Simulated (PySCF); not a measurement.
B(Br)(OH)(NH2) (BBrH3NO), SMILES BrB(N)O.

Coordinates come from a ωB97X-D3(BJ)/def2-SVP optimisation. The values are those of a single conformer.

Level of theory: HF/def2-TZVPD (PySCF).

Symmetry labels are those of the subgroup Cs that the program uses (full group Cs).

Task: List the valence orbital energies around the gap with their symmetry. (Estimate from the structure and the level; the computed values follow.)

Result: 
```
orbital  symmetry  energy (eV)
-------  --------  -----------
HOMO−7         A'       -18.93
HOMO−6         A'       -17.80
HOMO−5         A'       -17.05
HOMO−4         A"       -15.51
HOMO−3         A'       -13.29
HOMO−2         A"       -12.25
HOMO−1         A'       -11.36
HOMO           A"       -11.17
LUMO           A'         1.11
LUMO+1         A'         1.73
LUMO+2         A'         1.79
LUMO+3         A"         2.04
```
